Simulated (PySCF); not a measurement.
Ligands exchanged one at a time, Ga F-Br. Isolated molecules, 0 K electronic values unless said otherwise. Strings in code marks are SMILES.

These are PBE0-D4/def2-TZVP (PySCF) values and carry that method's errors. All candidates: neutral, multiplicity 1. Delta-SCF ions had no search for a lower state. 

| Quantity | Result |
|---|---|
| HOMO | -9.42 eV |
| dipole moment | 1.38 D |
| vertical ionisation energy (Delta-SCF) | 11.97 eV |

Q: Say which member has these values.
(A) `[Br][Ga]([Br])[Br]`
(B) `[F][Ga]([F])[F]`
(C) `[F][Ga]([Br])[Br]`
(D) `[F][Ga]([F])[Br]`

A: D, `[F][Ga]([F])[Br]`. The others give `[F][Ga]([Br])[Br]`: -9.01 eV, 1.12 D, 11.09 eV; `[Br][Ga]([Br])[Br]`: -8.71 eV, 0.00 D, 10.58 eV; `[F][Ga]([F])[F]`: -11.77 eV, 0.00 D, 14.36 eV
